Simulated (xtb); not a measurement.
disiloxane (H6OSi2), SMILES [SiH3]O[SiH3]. All values are semi-empirical tight-binding results from xtb (GFN2-xTB unless named), good for trends rather than for accurate numbers. Geometry optimised at GFN2-xTB.

A frequency run showed that this geometry is not a minimum.

Q: Estimate the properties. (An estimate is asked for; the answer gives what the named calculation found.)

A: 
| Quantity | Result |
|---|---|
| point group as xtb finds it | C2v |
| orbital gap | 5.74 eV |
| dipole moment | 0.24 D |
| static polarisability (D4 model) | 66.3 bohr³ |
| solvation energy, GFN2-xTB/ALPB(water) | 2.0 kcal/mol |
| solvation energy, GFN2-xTB/ALPB(acetone) | -1.2 kcal/mol |
